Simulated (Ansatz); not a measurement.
The cluster CdCl2⁻, relaxed as a doublet with UKS r2SCAN-D4/def2-TZVPD in Ansatz, starting from the GFN1-xTB geometry. Force threshold 0.02 eV/Å.

In the def2 sets Cd takes a core potential; there is no spin–orbit coupling. In the doublet, Cl2 and Cl3 lie 2.65 Å apart (atoms count from 1), so these atoms are partly bonded to each other. The relaxation made no stability test and no search for a lower SCF solution. Another isomer (doublet) lies 1.87 eV lower at PBE0-D4/def2-TZVPD; other spin states weren't run for this one.

Start:

```xyz
3

Cd    0.041   -2.011   -0.189
Cl   -1.229    0.937    0.564
Cl    1.188    1.074   -0.375
```

```csv
step,energy (eV),largest force component (eV/Å),SCF passes
1,-29613.6080,0.151,19
2,-29613.6160,0.128,23
3,-29613.6296,0.025,22
4,-29613.6297,0.003,25
```

Force components are those of the run's own axes.

End:

Cartesian coordinates in Å:
```
Cd 0.0384 -1.8822 -0.1766
Cl -1.2507 0.8709 0.5671
Cl 1.2122 1.0113 -0.3906
```

By distances, no bond broke or formed. The bond that changes most is Cl2–Cl3, from 2.60 to 2.65 Å (atoms count from 1).

No frequencies were taken in this run, so the end may be a saddle point.

It took 9.5 s on 4 threads of Arm Neoverse V1 on a shared host.
